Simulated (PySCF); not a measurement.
**Two-component Hartree-Fock for Hf⁷⁰⁺ (hafnium, charge +70)**

Start: 1s2. Calculated with PySCF 2.14 in an uncontracted even-tempered set (15 s from 230 bohr⁻², ratio 2.4; 11 p from 300 bohr⁻², ratio 2.4; 3 d from 930 bohr⁻², ratio 2.6; 3 f from 1400 bohr⁻², ratio 2.6): generalised Hartree-Fock with the X2C-1e Hamiltonian and a Gaussian nucleus; one run each with spin-orbit coupling (SO) switched off, then screened by Boettger's factors, then bare.

| spinor shell | electrons | ε, spin-free (eV) | ε, screened SO (eV) | ε, bare SO (eV) | weight of nominal j (screened SO) | rms radius, screened SO (bohr) |
| --- | --- | --- | --- | --- | --- | --- |
| 1s1/2 | 2 | -74748.9 | -74748.9 | -74748.9 | 1.000 | 0.0214 |

| quantity | spin-free | screened SO | bare SO |
| --- | --- | --- | --- |
| E (hartree) | -5546.88966 | -5546.88966 | -5546.88966 |
| M_J | 0 | 0 | 0 |
| ⟨J²⟩ | 0.000 | 0.000 | 0.000 |
| ⟨L²⟩ | 0.000 | 0.000 | 0.000 |
| ⟨S²⟩ | 0.000 | 0.000 | 0.000 |

Breit and QED terms are absent; they matter most for the inner s and p1/2 levels.

Densities and radii are taken from the X2C orbitals without a picture-change correction, which distorts them close to the nucleus.

Without spin-orbit coupling the j labels of p, d and f shells carry no meaning; the spin-free column gives the mean over the occupied spinors of each nl shell.
